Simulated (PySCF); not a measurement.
C₂H₇NOSi, SMILES N(/[SiH3])=C\CO. Coordinates come from a PBE0-D3(BJ)/def2-SVP optimisation. The structure was generated by enumeration; whether it is a known compound was not checked. One conformer was computed; it need not be the lowest.

Q: Give the equilibrium geometry at PBE0-D3(BJ)/def2-SVP (PySCF confirms it by a frequency run) as bond lengths and angles. (An estimate is asked for; the answer gives what the named calculation found.)

A: This is not unique; one that fits is 
Atoms: O1 C2 C3 N4 Si5 H6 H7 H8 H9 H10 H11 H12. Bond lengths (Å): O1–C2 1.399, O1–H6 0.963, C2–C3 1.505, C2–H7 1.106, C2–H8 1.105, C3–N4 1.264, C3–H9 1.116, N4–Si5 1.752, Si5–H10 1.491, Si5–H11 1.491, Si5–H12 1.503. Angles (°): C2–O1–H6 108.1, O1–C2–C3 112.8, O1–C2–H7 114.1, O1–C2–H8 106.8, C3–C2–H7 108.7, C3–C2–H8 107.4, H7–C2–H8 106.7, C2–C3–N4 122.9, C2–C3–H9 113.0, N4–C3–H9 124.1, C3–N4–Si5 124.7, N4–Si5–H10 108.3, N4–Si5–H11 108.4, N4–Si5–H12 112.4, H10–Si5–H11 109.0, H10–Si5–H12 109.3, H11–Si5–H12 109.4.
Charge 0, spin multiplicity 1.
